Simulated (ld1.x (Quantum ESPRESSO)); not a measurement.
## Pseudopotential generation for technetium: TM, PBEsol, scalar-relativistic.

Tc (Z = 43), norm-conserving Troullier–Martins (Kleinman–Bylander form), made with ld1.x (Quantum ESPRESSO) 7.5 (PBEsol, scalar-relativistic). Core [Kr], reference 4d5 5s1.75 5p0.25. Waves: 5p (bound): rc 3.10 bohr; 4d (bound): rc 2.05 bohr; 5s (bound): rc 2.90 bohr. Local part: the s channel. Core correction: Bessel-smoothed model core, default radius (core density twice the valence density).

All-electron outer shells of the reference configuration (PBEsol, scalar-relativistic, ld1.x):

| shell | level (eV) | outermost node (bohr) | outermost maximum (bohr) |
| --- | --- | --- | --- |
| 4s | -73.70 | 0.50 | 0.95 |
| 4p | -45.69 | 0.51 | 1.03 |
| 4d | -7.03 | 0.50 | 1.27 |
| 5s | -5.33 | 1.28 | 2.72 |
| 5p | -1.58 | 1.45 | 3.63 |

Does the generator finish with these settings?

Yes, a potential is produced and its reference levels are reproduced.

Estimate the cutoffs (Ry, on a coarse ladder) from which the occupation-weighted sum of valence levels, in a spherical-Bessel basis at the reference potential, stays within 10 and 1 mRy of its value at 400 Ry.

40 Ry and 50 Ry.

Does the potential have ghost states?

No extra level below or beside the all-electron valence levels (p, d, s, f tested).

Which valence shell sets the plane-wave cutoff?

4d: its level needs 45 Ry to come within 1 mRy, against 12 Ry for 5s.

Tests: 4d5 5s2 5p0; 4d5 5s1 5p0; 4d5 5s0 5p0; 4d3 5s0 5p0; 4d4 5s2 5p0; 4d6 5s0 5p0; 4d6 5s1 5p0. Which has the largest error in its energy relative to the reference configuration, and how large is it?

4d3 5s0 5p0, with -998 meV (all-electron minus pseudo) on +92.80 eV.
